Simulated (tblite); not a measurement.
C₄H₃F₃S (charge -1 and doublet state).
Z-matrix (Å and degrees, GFN2-xTB geometry), rows numbered from 1:
```
C 
C   1  1.5044
S   2  1.6938  1  119.31
C   2  1.3918  1  118.09  3   178.58
F   4  1.3867  2  115.89  1     2.62
C   4  1.3707  2  132.06  1   176.18
F   6  1.3662  4  122.00  2   177.15
F   6  1.3468  4  127.41  2    14.37
H   1  1.0923  2  111.13  3   133.31
H   1  1.0876  2  109.33  3    12.60
H   1  1.0943  2  110.88  3  -106.93
```

Computed values, GFN2-xTB/tblite, gas phase, harmonic and unscaled. This tight-binding method is rough: wavenumbers can miss measured ones by several per cent, in bad cases by 10 to 20. One conformer, not necessarily the lowest. Open shells enter through the occupations alone, without spin polarisation, and single modes of such species can be off by tens of per cent.

Harmonic wavenumbers (cm⁻¹): 52.3, 70.5, 118.0, 124.5, 137.7, 234.9, 281.6, 296.2, 339.9, 447.1, 451.5, 498.1, 630.5, 850.3, 1000.2, 1013.4, 1046.2, 1134.2, 1174.9, 1367.1, 1394.8, 1486.1, 1494.0, 1606.1, 2927.2, 2963.2, 3032.0.

A = 2372, B = 1338, C = 860.5 MHz; mass 139.991 u (most abundant isotopes); point group C1, symmetry number 1; spin multiplicity 2.

Problem. Zero-point energy?

Solution. Half the sum of the wavenumbers: 13086 cm⁻¹ = 156.55 kJ/mol.

Problem. What is S at 298.15 K and 1 bar for an ideal gas of classical rigid rotors and harmonic oscillators?

Solution. Translation 170.49, rotation 121.99, vibration 113.56, spin (R ln 2) 5.76: S = 411.8 J/(mol K).

Problem. And Cp and H(298.15 K) − H(0)?

Solution. Cp = 133.63 J/(mol K), of which vibrations give 100.37 (their classical limit is 27 R = 224.5); H(298.15 K) − H(0) = 27.14 kJ/mol without the zero-point energy, 17.23 from vibrations.

Problem. How do the functions run with temperature in this model?

Solution. 
```json
{"T (K)": "50", "S (J/(mol K))": "251.5", "Cp (J/(mol K))": "56.1", "H − H(0) (kJ/mol)": "2.10", "G − H(0) (kJ/mol)": "-10.48", "ln q(vib)": "0.48"}
{"T (K)": "100", "S (J/(mol K))": "297.8", "Cp (J/(mol K))": "79.0", "H − H(0) (kJ/mol)": "5.50", "G − H(0) (kJ/mol)": "-24.28", "ln q(vib)": "1.70"}
{"T (K)": "373.15", "S (J/(mol K))": "443.5", "Cp (J/(mol K))": "148.9", "H − H(0) (kJ/mol)": "37.75", "G − H(0) (kJ/mol)": "-127.73", "ln q(vib)": "8.40"}
{"T (K)": "500", "S (J/(mol K))": "490.1", "Cp (J/(mol K))": "170.4", "H − H(0) (kJ/mol)": "58.06", "G − H(0) (kJ/mol)": "-187.02", "ln q(vib)": "11.05"}
{"T (K)": "750", "S (J/(mol K))": "565.2", "Cp (J/(mol K))": "199.1", "H − H(0) (kJ/mol)": "104.56", "G − H(0) (kJ/mol)": "-319.32", "ln q(vib)": "15.65"}
{"T (K)": "1000", "S (J/(mol K))": "625.0", "Cp (J/(mol K))": "216.4", "H − H(0) (kJ/mol)": "156.66", "G − H(0) (kJ/mol)": "-468.35", "ln q(vib)": "19.62"}
```

q(vib) and H(0) count from the zero-point level.

Problem. Which modes carry the vibrational entropy at 298.15 K?

Solution. 52.3 cm⁻¹: 19.78; 70.5 cm⁻¹: 17.32; 118.0 cm⁻¹: 13.11; 124.5 cm⁻¹: 12.67; 137.7 cm⁻¹: 11.86; 234.9 cm⁻¹: 7.70 J/(mol K); the other 21 give 31.11 together.

Hindered rotation and anharmonicity are outside this model. Other conformers, if any are populated, would add a mixing term that is left out.
